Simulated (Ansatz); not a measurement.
Input (CCSDT(Q)/aug-cc-pV(D+d)Z; Ansatz, a first-principles code): A basis named .json is the Basis Set Exchange file of that set.

Ansatz 0.2 input:
```yaml
crystal:
  periodic: [false, false, false]
  atoms:
    - {symbol: Si, position_ang: [-1.02909718, 0.09598792, 0.19603010]}
    - {symbol: P, position_ang: [1.16264179, -0.17498748, -0.28686021]}
    - {symbol: H, position_ang: [-1.82509624, -0.83302336, -0.63823404]}
    - {symbol: H, position_ang: [-1.45804519, 1.48794000, -0.08774552]}
    - {symbol: H, position_ang: [-1.28854722, -0.19745417, 1.62733475]}
    - {symbol: H, position_ang: [1.53942232, 0.82351881, 0.65712658]}
basis:
  gaussian:
    orbitals: aug-cc-pV_D+d_Z.json
magnetization: {spin_polarized: true, initial_magnetization: 1}
correlation: {method: ccsdt_q, electrons: outside_noble_gas}
```

Output:

```
Functional definition: HF
integrals: 0.32 GiB planned
1717 factors; integrals over basis functions are off by at most 2.5e-7 eV
mean field: 0.49 GiB planned
mean field evaluation 1: about -17196.1157 eV, gradient 8.7e0 eV
mean field evaluation 2: about -17196.1154 eV, gradient 8.7e0 eV
mean field evaluation 4: about -17197.2710 eV, gradient 6.8e-1 eV
mean field evaluation 8: about -17197.2803 eV, gradient 1.4e-3 eV
mean field evaluation 16: about -17197.2803 eV, gradient 1.4e-6 eV
mean field evaluation 32: about -17194.8288 eV, gradient 3.2e0 eV
mean field -17197.28032178 eV, -631.9883950903 hartree, gradient 1.4e-6 eV, S^2 0.766888; 1 other end points of the search recorded, 0 dependent functions left out
determinant -17197.28032178 eV, -631.9883950903 hartree, with singles and doubles -17204.46687672 eV, -632.2524961131 hartree
determinant -17195.03344713 eV, -631.9058239699 hartree, with singles and doubles -17202.31712926 eV, -632.1734943508 hartree
10 core orbitals not correlated
reference -17197.28032178 eV, -631.9883950903 hartree; 7, 6 occupied and 83, 84 virtual orbitals, 1717 factors
second order -5.87482449 eV of doubles, -0.00000000 eV of singles
coupled cluster: 4.22 GiB planned
cycle   1  -6.81194388 eV  change   -9.4e-1 eV  update   8.6e-2
cycle   2  -7.34878361 eV  change   -5.4e-1 eV  update   3.6e-2
cycle   3  -7.43003993 eV  change   -8.1e-2 eV  update   1.5e-2
cycle   4  -7.42572972 eV  change    4.3e-3 eV  update   6.1e-3
cycle   5  -7.42813077 eV  change   -2.4e-3 eV  update   2.6e-3
cycle   6  -7.42729525 eV  change    8.4e-4 eV  update   1.2e-3
cycle   7  -7.42699072 eV  change    3.0e-4 eV  update   5.7e-4
cycle   8  -7.42759910 eV  change   -6.1e-4 eV  update   2.7e-4
cycle   9  -7.42774016 eV  change   -1.4e-4 eV  update   1.1e-4
cycle  10  -7.42759510 eV  change    1.5e-4 eV  update   5.0e-5
cycle  11  -7.42757534 eV  change    2.0e-5 eV  update   2.6e-5
cycle  12  -7.42759714 eV  change   -2.2e-5 eV  update   1.1e-5
cycle  13  -7.42761849 eV  change   -2.1e-5 eV  update   6.2e-6
cycle  14  -7.42762752 eV  change   -9.0e-6 eV  update   3.0e-6
cycle  15  -7.42762526 eV  change    2.3e-6 eV  update   1.5e-6
cycle  16  -7.42762334 eV  change    1.9e-6 eV  update   7.2e-7
cycle  17  -7.42762275 eV  change    5.9e-7 eV  update   3.5e-7
perturbative correction -0.01091461 eV, -0.0004011045 hartree
Total energy: -17204.71885915 eV, -632.2617562964 hartree
```
